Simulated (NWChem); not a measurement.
**Correlation energy of CH2N**

```
C
N 1 1.2423
H 1 1.1088 2 121.69
H 1 1.1088 3 116.62 2 180.00
```
Charge 0, spin multiplicity 2.

All runs are NWChem calculations. Structure: optimised with UPBE0/def2-SVP, a minimum by its harmonic frequencies.

Basis set: cc-pVDZ. Each correlation energy counts from its own Hartree-Fock reference.

```json
[
 {"method": "URI-MP2", "correlation energy (mHa)": "-246.5", "remark": "spin-contaminated"},
 {"method": "UMP2", "correlation energy (mHa)": "-246.5", "remark": "spin-contaminated"},
 {"method": "SCS-UMP2", "correlation energy (mHa)": "-243.5", "remark": "spin-contaminated"},
 {"method": "CCSD on UHF", "correlation energy (mHa)": "-283.9", "remark": "spin-contaminated"},
 {"method": "CCSD[T] on UHF", "correlation energy (mHa)": "-294.0", "remark": "spin-contaminated"},
 {"method": "CCSD(T) on UHF", "correlation energy (mHa)": "-293.1", "remark": "spin-contaminated"},
 {"method": "CCSD on ROHF", "correlation energy (mHa)": "-293.9", "remark": "-"},
 {"method": "CCSD[T] on ROHF", "correlation energy (mHa)": "-304.4", "remark": "-"},
 {"method": "CCSD(T) on ROHF", "correlation energy (mHa)": "-303.8", "remark": "-"}
]
```

The values span 61.0 mHa, from CCSD[T] on ROHF (lowest) to SCS-UMP2 (highest). 

The correlated methods keep 2 core orbitals frozen. The structure started from a generated list of species. The unpaired electrons of the parent sit in orbitals of symmetry b1 (C2v labels of the run); other states weren't searched. No SCF solution was tested for a lower state. Open-shell Hartree-Fock references start from PBE0 orbitals. No row is a measurement; the coupled-cluster row has its own basis-set and correlation limits.
